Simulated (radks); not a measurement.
The numbers below are computed, except where a source is named.
Ionisation of neutral helium, [He], to He+, 1s1, under several functionals. Scalar-relativistic Kohn-Sham, spin-polarised, spherical densities, finite nucleus; open shells are filled with parallel spins first; a radial shooting solver on a logarithmic mesh with Libxc functionals.

functional,E(He) (hartree),Exc (hartree),IE (eV),-e(HOMO) (eV),<r> HOMO (bohr),IE error (eV)
RPBE,-2.91088,-1.06730,24.666,15.825,0.9437,+0.079
Wu-Cohen GGA,-2.87157,-1.02177,24.216,15.612,0.9476,-0.371
exchange-only r2SCAN,-2.86730,-1.02539,23.593,16.000,0.9382,-0.994
OLYP,-2.90776,-1.06495,24.788,15.815,0.9445,+0.201
r2SCAN,-2.90510,-1.06484,24.622,16.537,0.9358,+0.034
AM05,-2.85269,-0.99619,24.351,15.432,0.9539,-0.236
"LDA (Slater exchange, Perdew-Wang correlation)",-2.83459,-0.97288,24.292,15.518,0.9593,-0.295

NIST Atomic Spectra Database: 24.587 eV (measured). Closest: r2SCAN. The Delta-SCF values span 1.19 eV, the total energies 0.08 hartree. The highest occupied level is 1s.
